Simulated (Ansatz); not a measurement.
A structure relaxed at PBE0-D4/def2-TZVP, charge 0, multiplicity 1:

```tsv
atom	x (Å)	y (Å)	z (Å)
C1	1.493	-0.238	0.505
C2	-0.021	-0.345	0.598
C3	-0.660	0.938	1.107
N4	-0.618	-0.790	-0.665
B5	-0.648	-0.204	-1.918
Cl6	0.098	1.351	-2.290
Cl7	-1.479	-1.051	-3.232
H8	1.789	0.551	-0.188
H9	1.928	-1.178	0.160
H10	1.913	-0.004	1.486
H11	-0.252	-1.137	1.318
H12	-0.449	1.774	0.438
H13	-0.265	1.186	2.095
H14	-1.743	0.827	1.187
H15	-1.087	-1.680	-0.602
```

**Question.** Give its formula and SMILES.

**Answer.** C3H8BCl2N, `CC(C)NB(Cl)Cl`.

**Question.** Point group (tolerance 0.08 Å, 0.16 Å for H)?

**Answer.** Cs.

**Question.** Summarise the bond lengths by kind.

**Answer.** 2 × C–C 1.521 Å; 7 × C–H 1.091 to 1.094 Å; 1 × C–N 1.466 Å; 1 × B–N 1.384 Å; 1 × H–N 1.007 Å; 2 × B–Cl 1.764 to 1.770 Å.

Computed with Ansatz.
